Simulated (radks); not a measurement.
Q: Radial electron density D(r) = 4 pi r^2 rho(r) of an atom or ion with 23 electrons. Calculated with a radial shooting solver on a logarithmic mesh with Libxc functionals: scalar-relativistic Kohn-Sham, PBE, spin-polarised, spherical densities, finite nucleus; Fermi nuclear charge, rms radius of each element as measured or else 0.836 A^(1/3) + 0.57 fm.

r (bohr)  D(r) (e/bohr)  spin D(r)
0.004042          12.90  -0.000920
0.005138          18.26   -0.00130
0.006584          25.40   -0.00179
0.00837           33.73   -0.00235
0.01064           42.83   -0.00292
0.01353           51.48   -0.00334
0.01733           58.02   -0.00321
0.02204           60.23   -0.00139
0.02801           57.99    0.00577
0.03561           53.59     0.0302
0.04527           51.91      0.108
0.05801           57.57      0.349
0.07375           68.35      0.969
0.09375           74.61       2.39
0.1192            67.14       5.15
0.1527            49.66       9.60
0.1942            40.13       14.4
0.2468            43.92       17.2
0.3138            45.36       15.4
0.3989            31.82       9.65
0.5111            12.75       3.75
0.6498            2.789      0.859
0.826            0.2859     0.0993
1.05            0.01143    0.00474
1.346         0.0001204  0.0000622

What is the nuclear charge?

A: Z = 47. The innermost maximum, from 1s, lies near gamma/Z bohr with gamma = sqrt(1 - (Z/c)^2) = 0.939, here 0.02 bohr (found: 0.0219), and its height grows with Z. The density is that of the silver ion Ag24+ in [Ar] 3d5; the configuration itself is not fixed sharply by these data, and Z only to a few units. D(r) has 3 maxima, at r = 0.0219, 0.0938, 0.287 bohr, and minima at 0.0431, 0.200 bohr, inside which lie 2.01, 11.09 electrons.
